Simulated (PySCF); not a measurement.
A structure optimised at B3LYP-D3(BJ)/def2-TZVP, used in a PySCF frequency run:

```xyz
6

In    -0.1907    -0.1130    -0.2052
H     -1.3593    -0.4924    -1.3696
F      0.2956     1.7941    -0.0384
N      0.7860    -1.0681     1.2692
H      1.5720    -0.5840     1.6791
H      0.9699    -2.0582     1.2071
```

Task: Write its SMILES and formula.

Result: [NH2][InH][F], FH₃InN

Task: What are its rotational constants (standard atomic weights)?

Result: 11.339, 5.4850, 3.7059 GHz
